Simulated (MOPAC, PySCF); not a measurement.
H3B, SMILES `B`, neutral singlet in the gas phase. 

Cartesian coordinates (Å):
SMILES: B
```xyz
4

B      0.0000     0.0000    -0.3444
H     -0.1864     1.1109    -0.7262
H      0.9310    -0.6197    -0.7492
H     -0.7446    -0.4912     0.4423
```
Charge 0, spin multiplicity 1.

All levels are single points at this geometry (B3LYP-D3(BJ)/def2-TZVP); Pople sets use spherical d functions. Orbital energies aren't observables, and empty levels follow the basis.

| level | HOMO (eV) | LUMO (eV) | gap (eV) | dipole (D) | vertical IE, Delta-SCF (eV) |
|---|---|---|---|---|---|
| B3LYP-D3(BJ)/def2-TZVP in PySCF | -9.75 | -2.22 | 7.53 | 0.00 | 13.17 |
| B3LYP/3-21G in PySCF | -9.72 | -2.02 | 7.70 | 0.00 | – |
| B3LYP/6-311+G** in PySCF | -9.75 | -2.25 | 7.51 | 0.00 | – |
| M06-2X/6-31G* in PySCF | -11.17 | -0.53 | 10.65 | 0.00 | – |
| PBE/6-31G* in PySCF | -8.30 | -2.67 | 5.63 | 0.00 | – |
| PM6 in MOPAC | -11.71 | -0.30 | 11.42 | 0.00 | – |
